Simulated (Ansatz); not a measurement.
## Molecular dynamics of H$_{8}$O$_{3}$Si$_{2}$

input.yaml

```yaml
crystal:
  periodic: [false, false, false]
  atoms:
    - { symbol: Si, position_ang: [-0.300421, 0.945248, -0.201829] }
    - { symbol: Si, position_ang: [0.396575, -1.701811, 0.474319] }
    - { symbol: O, position_ang: [-1.840991, 0.486043, 0.089535] }
    - { symbol: O, position_ang: [0.620416, 0.693719, -1.539667] }
    - { symbol: O, position_ang: [-0.46531, 2.585339, -0.229658] }
    - { symbol: H, position_ang: [0.583571, 0.287594, 1.073866] }
    - { symbol: H, position_ang: [0.60775, 1.210701, 1.249564] }
    - { symbol: H, position_ang: [1.007017, -2.244656, -0.790908] }
    - { symbol: H, position_ang: [-0.906562, -2.440054, 0.622044] }
    - { symbol: H, position_ang: [1.271538, -2.204011, 1.583269] }
    - { symbol: H, position_ang: [-2.003315, -0.453293, 0.227993] }
    - { symbol: H, position_ang: [0.884403, -0.210946, -1.743248] }
    - { symbol: H, position_ang: [0.145429, 3.046131, -0.815182] }
basis:
  gaussian: { orbitals: def2-SVP }
hamiltonian:
  xc: cam_b3lyp
md:
  timestep: 0.5
  n_steps: 200
  ensemble: nve
  temperature: 100.0
  initial_velocities: maxwell_boltzmann
  seed: 7020
```

Launched with:

```bash
$ ansatz run input.yaml --threads 4 --pin off --max-ram 5120MiB --backend cpu --events-out ev --progress --plain --runs-dir out
```

It starts at the highest image of a converged band. Of that band: Neighbouring images differ by up to 3.1 eV, so the band resolves the path poorly. A vibrational analysis at the climbing image gives one clearly imaginary mode, 1144i cm⁻¹: a first-order saddle point.

Output, in part (one step line in 7, the closing report, with atoms numbered from 0):

```
md step     0: t =     0.00 fs  T =   100.0 K  F+E_penalty+E_count = -22014.94499229 eV  E_kin = 0.142186 eV  conserved = -22014.80280629 eV  (27 SCF iters)
md step     7: t =     3.50 fs  T =    69.0 K  F+E_penalty+E_count = -22014.90053638 eV  E_kin = 0.098120 eV  conserved = -22014.80241677 eV  (27 SCF iters)
md step    14: t =     7.00 fs  T =    47.2 K  F+E_penalty+E_count = -22014.86933983 eV  E_kin = 0.067099 eV  conserved = -22014.80224040 eV  (26 SCF iters)
md step    21: t =    10.50 fs  T =    42.2 K  F+E_penalty+E_count = -22014.86203924 eV  E_kin = 0.059946 eV  conserved = -22014.80209298 eV  (27 SCF iters)
md step    28: t =    14.00 fs  T =   105.0 K  F+E_penalty+E_count = -22014.95140617 eV  E_kin = 0.149262 eV  conserved = -22014.80214436 eV  (28 SCF iters)
md step    35: t =    17.50 fs  T =   361.2 K  F+E_penalty+E_count = -22015.31516951 eV  E_kin = 0.513613 eV  conserved = -22014.80155658 eV  (28 SCF iters)
md step    42: t =    21.00 fs  T =   883.2 K  F+E_penalty+E_count = -22016.06722196 eV  E_kin = 1.255846 eV  conserved = -22014.81137609 eV  (26 SCF iters)
md step    49: t =    24.50 fs  T =   775.0 K  F+E_penalty+E_count = -22015.90925956 eV  E_kin = 1.101886 eV  conserved = -22014.80737314 eV  (25 SCF iters)
md step    56: t =    28.00 fs  T =   895.2 K  F+E_penalty+E_count = -22016.07465933 eV  E_kin = 1.272794 eV  conserved = -22014.80186579 eV  (26 SCF iters)
md step    63: t =    31.50 fs  T =  1128.3 K  F+E_penalty+E_count = -22016.40650083 eV  E_kin = 1.604240 eV  conserved = -22014.80226088 eV  (25 SCF iters)
md step    70: t =    35.00 fs  T =  1610.9 K  F+E_penalty+E_count = -22017.09722079 eV  E_kin = 2.290529 eV  conserved = -22014.80669165 eV  (24 SCF iters)
md step    77: t =    38.50 fs  T =  1796.4 K  F+E_penalty+E_count = -22017.36173992 eV  E_kin = 2.554196 eV  conserved = -22014.80754415 eV  (25 SCF iters)
md step    84: t =    42.00 fs  T =  1697.8 K  F+E_penalty+E_count = -22017.21713725 eV  E_kin = 2.414055 eV  conserved = -22014.80308251 eV  (25 SCF iters)
md step    91: t =    45.50 fs  T =  1689.9 K  F+E_penalty+E_count = -22017.20476059 eV  E_kin = 2.402780 eV  conserved = -22014.80198021 eV  (25 SCF iters)
md step    98: t =    49.00 fs  T =  2070.8 K  F+E_penalty+E_count = -22017.75221742 eV  E_kin = 2.944417 eV  conserved = -22014.80780008 eV  (25 SCF iters)
md step   105: t =    52.50 fs  T =  1686.4 K  F+E_penalty+E_count = -22017.19916054 eV  E_kin = 2.397779 eV  conserved = -22014.80138170 eV  (26 SCF iters)
md step   112: t =    56.00 fs  T =  1821.1 K  F+E_penalty+E_count = -22017.39375208 eV  E_kin = 2.589349 eV  conserved = -22014.80440290 eV  (24 SCF iters)
md step   119: t =    59.50 fs  T =  1395.0 K  F+E_penalty+E_count = -22016.78536273 eV  E_kin = 1.983491 eV  conserved = -22014.80187134 eV  (26 SCF iters)
md step   126: t =    63.00 fs  T =  1670.0 K  F+E_penalty+E_count = -22017.17830518 eV  E_kin = 2.374496 eV  conserved = -22014.80380918 eV  (27 SCF iters)
md step   133: t =    66.50 fs  T =  1651.7 K  F+E_penalty+E_count = -22017.15012907 eV  E_kin = 2.348493 eV  conserved = -22014.80163583 eV  (25 SCF iters)
md step   140: t =    70.00 fs  T =  1978.2 K  F+E_penalty+E_count = -22017.61987543 eV  E_kin = 2.812756 eV  conserved = -22014.80711944 eV  (25 SCF iters)
md step   147: t =    73.50 fs  T =  1645.7 K  F+E_penalty+E_count = -22017.14207044 eV  E_kin = 2.340025 eV  conserved = -22014.80204574 eV  (28 SCF iters)
md step   154: t =    77.00 fs  T =  1682.5 K  F+E_penalty+E_count = -22017.19426363 eV  E_kin = 2.392283 eV  conserved = -22014.80198111 eV  (26 SCF iters)
md step   161: t =    80.50 fs  T =  2137.4 K  F+E_penalty+E_count = -22017.84734929 eV  E_kin = 3.039036 eV  conserved = -22014.80831290 eV  (25 SCF iters)
md step   168: t =    84.00 fs  T =  1906.2 K  F+E_penalty+E_count = -22017.51233396 eV  E_kin = 2.710304 eV  conserved = -22014.80203030 eV  (25 SCF iters)
md step   175: t =    87.50 fs  T =  2137.2 K  F+E_penalty+E_count = -22017.84304438 eV  E_kin = 3.038781 eV  conserved = -22014.80426387 eV  (25 SCF iters)
md step   182: t =    91.00 fs  T =  1744.2 K  F+E_penalty+E_count = -22017.28140907 eV  E_kin = 2.479993 eV  conserved = -22014.80141609 eV  (25 SCF iters)
md step   189: t =    94.50 fs  T =  2005.3 K  F+E_penalty+E_count = -22017.65576635 eV  E_kin = 2.851295 eV  conserved = -22014.80447145 eV  (25 SCF iters)
md step   196: t =    98.00 fs  T =  1778.2 K  F+E_penalty+E_count = -22017.33005909 eV  E_kin = 2.528345 eV  conserved = -22014.80171396 eV  (25 SCF iters)
md step   200: t =   100.00 fs  T =  1876.6 K  F+E_penalty+E_count = -22017.47275403 eV  E_kin = 2.668243 eV  conserved = -22014.80451089 eV  (25 SCF iters)
Total energy: -22017.47291101 eV, -809.1272055005 hartree
Atom 0 at    -0.392760     1.878037    -0.324525 Å, force     1.611728    -1.080790     1.663370 eV/Å
Atom 1 at     0.671662    -3.350804     0.721677 Å, force    -1.574571     1.575099    -3.166424 eV/Å
Atom 2 at    -1.693911     1.018846     0.246450 Å, force     0.067363    -0.282713    -0.779459 eV/Å
Atom 3 at     0.817183     1.023103    -1.140222 Å, force    -1.400693     0.494610     0.726665 eV/Å
Atom 4 at    -1.067542     3.210632    -0.974467 Å, force     0.462714     0.118953    -0.542362 eV/Å
Atom 5 at     1.147263    -3.851821     1.850131 Å, force     1.697841    -1.881381     3.513878 eV/Å
Atom 6 at     0.417794     2.133769     0.887495 Å, force    -0.123837     0.562731    -0.020166 eV/Å
Atom 7 at     1.527372    -2.319212     0.185702 Å, force     0.786049     0.498919    -0.362876 eV/Å
Atom 8 at    -0.527054    -2.610748     1.079587 Å, force    -0.856866     0.212450     0.121452 eV/Å
Atom 9 at     0.380933    -4.327842    -0.336247 Å, force    -0.062482    -0.364980    -0.115342 eV/Å
Atom 10 at    -1.487053     0.212135     0.730023 Å, force    -0.029246    -0.049658    -0.000441 eV/Å
Atom 11 at     1.034091     1.092556    -2.060284 Å, force    -0.050940     0.044335    -0.832257 eV/Å
Atom 12 at    -1.894181     3.008279    -1.411280 Å, force    -0.527059     0.152424    -0.206038 eV/Å
Dipole moment:    -0.069172    -0.327226    -0.365374 e Å
```

All steps were run. The conserved energy stayed within 0.75 meV per atom of its start (net change -0.13 meV per atom), so the integration is sound. The kinetic energy rose, since the run started high on the potential surface and went downhill. It ends in pieces (H4O3Si + H4Si), so much of that is their flight and rotation, not heat. A run of 0.1 ps of so small a system gives no equilibrium averages. The orbitals stay closed-shell, which can raise the energy where a bond breaks towards radicals; this wasn't checked here.

Between its relaxed ends the band would form Si1–H7, Si2–H6 and break Si1–Si2, H6–H7. These pairs go: Si1–H7 1.73 → 1.48 Å, Si2–H6 2.09 → 1.32 Å, Si1–Si2 2.82 → 5.44 Å, H6–H7 0.94 → 6.11 Å. In the last frame they stand as after the step (other bonds may differ from the relaxed reactants and products). These pairs come and go: their bonding changes 9 times, last at 92 of 100 fs, so the outcome isn't settled. Also parted: Si1–H6 1.69 → 6.32 Å. It ends as H4O3Si + H4Si. Pairs count as bonded within 1.25 times the sum of covalent radii (0.12 Å more for H–H).

Last frame:

```xyz
13
Properties=species:S:1:pos:R:3
Si -0.393 1.878 -0.325
Si 0.672 -3.351 0.722
O -1.694 1.019 0.246
O 0.817 1.023 -1.140
O -1.067 3.211 -0.975
H 1.147 -3.852 1.850
H 0.418 2.134 0.887
H 1.527 -2.319 0.186
H -0.527 -2.611 1.080
H 0.381 -4.328 -0.336
H -1.487 0.212 0.730
H 1.034 1.093 -2.060
H -1.894 3.008 -1.411
```

The run took 10 min on 4 threads of Arm Neoverse N1 (shared host), peak memory 0.36 GiB.
